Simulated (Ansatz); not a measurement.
```xyz
12

C    -0.499    0.729    1.687
N    -0.986    0.756    0.325
Al   -0.319   -0.031   -1.103
C     1.275   -1.132   -1.100
Cl   -1.389    0.303   -2.889
H    -1.228    0.297    2.382
H     0.405    0.118    1.751
H    -0.238    1.728    2.056
H    -1.822    1.312    0.230
H     1.049   -2.140   -1.462
H     1.719   -1.222   -0.106
H     2.032   -0.718   -1.772
```

The species carries charge 0 and has multiplicity 1.

Q: List the ωB97M-V/def2-TZVPP orbital energies in eV (Ansatz 0.2.0). (Estimate.)

A: Ansatz gave: Occupied: -2771.22, -1531.97, -393.99, -282.06, -280.82, -261.63, -199.07, -199.00, -198.99, -116.59, -76.23, -76.12, -76.04, -26.88, -24.90, -21.85, -21.10, -16.09, -14.72, -14.45, -13.80, -13.61, -13.15, -12.11, -11.48, -11.42, -10.68, -9.25. Lowest empty: 1.48, 1.66, 2.80, 2.87, 3.99, 4.20, 4.43, 4.50.
